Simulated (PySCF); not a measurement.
C3H, SMILES [C]([CH+])[C] (connectivity only; charge and spin as stated), charge +1, multiplicity 1. Atoms are numbered in the order given.

```xyz
4

H      0.0000     0.0000    -2.2248
C      0.0000     0.0000    -1.1417
C      0.0000     0.0000     0.0866
C      0.0000     0.0000     1.4259
```
Charge +1, spin multiplicity 1.

Geometry: PBE0-D3(BJ)/def2-TZVP.

Method: TDDFT-PBE/def2-TZVPD in PySCF.

Vertical excitations; the highest root listed may be one member of a degenerate set. Gas-phase values at a fixed geometry. State labels are in the subgroup C2v.

Computed lowest excited states:
```
state  symmetry  energy (eV)  λ (nm)      f                                   main pairs
-----  --------  -----------  ------  -----  -------------------------------------------
S1           B2         2.86     434  0.007                 HOMO→LUMO+1 (degenerate set)
S2           B1         2.86     434  0.007                   HOMO→LUMO (degenerate set)
S3           A2         4.10     302  0.000         HOMO−2→LUMO+1 50 %, HOMO−1→LUMO 50 %
S4           A2         4.29     289  0.000  HOMO−1→LUMO, HOMO−2→LUMO+1 (degenerate set)
S5           A1         4.29     289  0.000  HOMO−2→LUMO, HOMO−1→LUMO+1 (degenerate set)
S6           A1         8.11     153  0.746         HOMO−1→LUMO+1 51 %, HOMO−2→LUMO 51 %
S7           B2         8.96     138  0.032  HOMO→LUMO+3, HOMO−3→LUMO+1 (degenerate set)
S8           B1         8.96     138  0.032    HOMO→LUMO+2, HOMO−3→LUMO (degenerate set)
S9           B2         9.30     133  0.004  HOMO−3→LUMO+1, HOMO→LUMO+3 (degenerate set)
S10          B1         9.30     133  0.004    HOMO−3→LUMO, HOMO→LUMO+2 (degenerate set)
T1           B2         1.40     883      0                 HOMO→LUMO+1 (degenerate set)
T2           B1         1.40     883      0                   HOMO→LUMO (degenerate set)
T3           A1         2.97     417      0         HOMO−2→LUMO 50 %, HOMO−1→LUMO+1 50 %
T4           A2         3.34     372      0         HOMO−2→LUMO+1 50 %, HOMO−1→LUMO 50 %
```
Triplets are in the Tamm–Dancoff approximation, which puts them higher than full response would, so one can lie above its singlet here.
